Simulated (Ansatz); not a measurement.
Ansatz (a first-principles code) input (PBE/def2-TZVPD):

Ansatz 0.2 input:
```yaml
crystal:
  periodic: [false, false, false]
  atoms:
    - {symbol: C, position_ang: [-1.85426733, 0.16959933, 0.15915329]}
    - {symbol: C, position_ang: [-0.42817483, -0.14043422, -0.20349939]}
    - {symbol: O, position_ang: [-0.07230831, -0.83387966, -1.12113626]}
    - {symbol: O, position_ang: [0.42913392, 0.46702689, 0.64298674]}
    - {symbol: C, position_ang: [1.82311297, 0.23895862, 0.38704490]}
    - {symbol: H, position_ang: [-2.52230582, -0.33652117, -0.53162408]}
    - {symbol: H, position_ang: [-2.02171473, 1.24668551, 0.11879386]}
    - {symbol: H, position_ang: [-2.05722758, -0.15398592, 1.18076024]}
    - {symbol: H, position_ang: [2.09237989, 0.59834537, -0.60548024]}
    - {symbol: H, position_ang: [2.35607642, 0.79512628, 1.15308032]}
    - {symbol: H, position_ang: [2.05416205, -0.82357041, 0.45347323]}
basis:
  gaussian:
    orbitals: def2-TZVPD
hamiltonian:
  xc: {name: PBE}
output: {forces: true}
```

Output:

```
Functional definition: PBE
integrals: 0.15 GiB planned
1196 factors; their error is unknown
mean field: 1.30 GiB planned
mean field evaluation 1: about -7285.3522 eV, gradient 7.9e1 eV
mean field evaluation 2: about -7265.1380 eV, gradient 1.2e2 eV
mean field evaluation 4: about -7297.4948 eV, gradient 1.1e1 eV
mean field evaluation 8: about -7297.7097 eV, gradient 3.3e-1 eV
mean field evaluation 16: about -7297.6683 eV, gradient 8.1e-3 eV
mean field -7297.66829333 eV, -268.1843632428 hartree, gradient 2.4e-5 eV, S^2 0.000000; 0 other end points of the search recorded, 0 dependent functions left out
the calculation of the forces begins
reference -7297.66834921 eV, -268.1843652961 hartree; 20, 20 occupied and 225, 225 virtual orbitals, 1196 factors
Total energy: -7297.66834921 eV, -268.1843652961 hartree
Atom 0 at    -1.854267     0.169599     0.159153 Å, force     0.155452    -0.011627    -0.008908 eV/Å
Atom 1 at    -0.428175    -0.140434    -0.203499 Å, force    -0.385339     0.245792     0.314788 eV/Å
Atom 2 at    -0.072308    -0.833880    -1.121136 Å, force     0.278198    -0.579476    -0.767109 eV/Å
Atom 3 at     0.429134     0.467027     0.642987 Å, force     0.054398     0.330836     0.446565 eV/Å
Atom 4 at     1.823113     0.238959     0.387045 Å, force    -0.111337    -0.004348    -0.009868 eV/Å
Atom 5 at    -2.522306    -0.336521    -0.531624 Å, force    -0.166825    -0.126074    -0.172165 eV/Å
Atom 6 at    -2.021715     1.246686     0.118794 Å, force    -0.066398     0.269008     0.002991 eV/Å
Atom 7 at    -2.057228    -0.153986     1.180760 Å, force    -0.075248    -0.067389     0.258475 eV/Å
Atom 8 at     2.092380     0.598345    -0.605480 Å, force     0.090457     0.089703    -0.278533 eV/Å
Atom 9 at     2.356076     0.795126     1.153080 Å, force     0.146561     0.149053     0.205415 eV/Å
Atom 10 at     2.054162    -0.823570     0.453473 Å, force     0.080080    -0.295478     0.008348 eV/Å
Dipole moment:     0.010703     0.232646     0.311885 e Å
```
